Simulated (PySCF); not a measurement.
One of the candidates below gave these computed data.

All candidates are C5H4F4O2.

| technique | computed result |
| --- | --- |
| NMR, other nuclei | isotropic shieldings of nuclei other than C and H, by class: 167 (2 O), 277 (4 F) ppm [GIAO PBE0/pcSseg-1] |
| UV, strongest line | among the 10 lowest singlet transitions: S2 at 7.50 eV (165 nm, f = 0.059) [TDDFT wB97X-D/def2-SVPD] |
| Triplet | lowest triplet excitation (Tamm–Dancoff): 4.94 eV [TDA wB97X-D/def2-SVPD] |
| Polarisability | 66.6 au [wB97X-D/def2-SVPD] |
| 1H NMR | chemical shifts (computed TMS as zero) by class: 7.77 (2 H), 6.49 (2 H) ppm [GIAO PBE0/pcSseg-1] |
| UV, first state | lowest singlet excitation: 6.51 eV (190 nm, f = 0.004) [TDDFT wB97X-D/def2-SVPD] |
| 13C NMR | chemical shifts (computed TMS as zero) by class: 129.7 (2 C), 119.9 (2 C), 76.7 (1 C) ppm [GIAO PBE0/pcSseg-1] |
| Rotational structure | rotational constants A, B, C: 1.741, 0.743, 0.585 GHz [PBE0-D3(BJ)/def2-SVP] |

The electronic properties come from PySCF, for the isolated species, density fitting. Levels stand in brackets. The structure is a single PBE0-D3(BJ)/def2-SVP conformer in the gas phase; no vibrational or solvent corrections. NMR classes are plain means over equivalent atoms (diastereotopic ones count apart unless rotation or inversion swaps them), as if these changed places fast.

Question: Which candidate is it?
A. `FC(F)OC1(OC(F)F)C=C1`
B. `O=C1O[C@@H](F)[C@H]1CC(F)(F)F`
C. `F/C=C/O/C=C(\F)OC(F)F`
D. `O=C([C@@H]1OC[C@H]1F)C(F)(F)F`
E. `F[C@@H]1C=CO[C@@H]1OC(F)(F)F`

Answer: A. It is `FC(F)OC1(OC(F)F)C=C1`. Numbering: `[F:1][CH:2]([F:3])[O:4][C:5]1([O:6][CH:7]([F:8])[F:9])[CH:10]=[CH:11]1`. Its formula, C5H4F4O2, gives 2 degrees of unsaturation: 1 ring and 1 π bond in the structure found. 5 carbons fall into 3 classes; from least to most shielded: alkene CH carbon [C10/C11] (129.7 ppm, 2 C), CHF2 carbon [C2/C7] (119.9 ppm, 2 C), sp3 carbon bearing two oxygens [C5] (76.7 ppm). Hydrogen classes from least to most shielded: 2 H on 2 alkene CH carbons, C10/C11 (7.77 ppm), 2 H on 2 CHF2 carbons, C2/C7 (6.49 ppm). The other shieldings belong to: 167 ppm, ether oxygen [O4/O6]; 277 ppm, fluorine of a CF2 group [F1/F3/F8/F9]. By its constants the optimised geometry is an asymmetric top.

The others, at the same levels:
- `O=C([C@@H]1OC[C@H]1F)C(F)(F)F` fails: it has 5 carbon classes against 3; its computed 13C shifts are 198.7 (1 C), 120.6 (1 C), 91.7 (1 C), 89.4 (1 C), 79.1 (1 C) ppm, 1H shifts are 5.26 (1 H), 5.14 (1 H), 4.94 (1 H), 4.88 (1 H) ppm and lowest singlet excitation is 4.06 eV (305 nm, f = 0.000) (against 6.51 eV).
- `F/C=C/O/C=C(\F)OC(F)F` fails: it has 5 carbon classes against 3; its computed 13C shifts are 151.8 (1 C), 149.3 (1 C), 142.9 (1 C), 124.1 (1 C), 118.1 (1 C) ppm, 1H shifts are 7.27 (1 H), 6.75 (1 H), 6.11 (1 H), 5.77 (1 H) ppm and lowest singlet excitation is 6.13 eV (202 nm, f = 0.016) (against 6.51 eV).
- `F[C@@H]1C=CO[C@@H]1OC(F)(F)F` fails: it has 5 carbon classes against 3; its computed 13C shifts are 157.6 (1 C), 127.9 (1 C), 105.1 (1 C), 96.2 (1 C), 92.4 (1 C) ppm, 1H shifts are 6.54 (1 H), 5.67 (1 H), 5.43 (1 H), 5.39 (1 H) ppm and lowest singlet excitation is 6.29 eV (197 nm, f = 0.153) (against 6.51 eV).
- `O=C1O[C@@H](F)[C@H]1CC(F)(F)F` fails: it has 5 carbon classes against 3; its computed 13C shifts are 169.4 (1 C), 130.5 (1 C), 103.7 (1 C), 52.6 (1 C), 29.4 (1 C) ppm, 1H shifts are 6.05 (1 H), 3.58 (1 H), 2.54 (1 H), 2.20 (1 H) ppm and lowest singlet excitation is 5.96 eV (208 nm, f = 0.001) (against 6.51 eV).

Each candidate is one conformer, not necessarily the lowest. The conformers computed, where there is a choice (atom-mapped SMILES and torsion angles):
- `[F:1][CH:2]([F:3])[O:4][C:5]1([O:6][CH:7]([F:8])[F:9])[CH:10]=[CH:11]1`: F1–C2–O4–C5 -167°, C2–O4–C5–O6 72°, O4–C5–O6–C7 73°, C5–O6–C7–F8 77°
- `[O:1]=[C:2]([C@@H:3]1[O:4][CH2:5][C@H:6]1[F:7])[C:8]([F:9])([F:10])[F:11]`: O1–C2–C3–O4 -159°, O1–C2–C8–F9 -129°
- `[F:1]/[CH:2]=[CH:3]/[O:4]/[CH:5]=[C:6](\[F:7])[O:8][CH:9]([F:10])[F:11]`: C2–C3–O4–C5 177°, C3–O4–C5–C6 -176°, C5–C6–O8–C9 -114°, C6–O8–C9–F10 -167°
- `[F:1][C@@H:2]1[CH:3]=[CH:4][O:5][C@@H:6]1[O:7][C:8]([F:9])([F:10])[F:11]`: O5–C6–O7–C8 87°, C6–O7–C8–F9 179°
- `[O:1]=[C:2]1[O:3][C@@H:4]([F:5])[C@H:6]1[CH2:7][C:8]([F:9])([F:10])[F:11]`: C4–C6–C7–C8 -87°, C6–C7–C8–F9 57°
